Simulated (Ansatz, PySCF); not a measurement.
Noncovalent pair: NH3 (SMILES N) (first 4 atoms) with C2H6O (SMILES COC); geometry from B3LYP-D3(BJ)/def2-TZVP.
(charge 0, multiplicity 1):
| atom | x (Å) | y (Å) | z (Å) |
|---|---|---|---|
| N | 0.4980 | -0.0204 | 0.1666 |
| H | -0.0370 | 0.5695 | -0.4604 |
| H | 0.6913 | -0.8832 | -0.3290 |
| H | -0.0986 | -0.2479 | 0.9576 |
| C | -0.3422 | 1.1648 | 3.3126 |
| O | -0.4672 | -0.2311 | 3.1192 |
| C | 0.6990 | -0.9302 | 3.5098 |
| H | 0.4781 | 1.5743 | 2.7118 |
| H | -0.1640 | 1.4020 | 4.3688 |
| H | -1.2804 | 1.6209 | 2.9998 |
| H | 1.5653 | -0.6140 | 2.9173 |
| H | 0.5140 | -1.9900 | 3.3403 |
| H | 0.9166 | -0.7708 | 4.5732 |

Counterpoise-corrected where a basis set is named; no monomer relaxation.

Rows in 6-31G* carry no dispersion term and start afresh at each structure (6-31G* with six Cartesian d functions).

Programs: Ansatz (Gaussian orbitals); PySCF for 6-31G* rows, the dispersion terms. 

Question: What interaction energy does HF/6-31G* give?

Answer: -1.1 kcal/mol

Ansatz is a quantum-chemistry and plane-wave program.
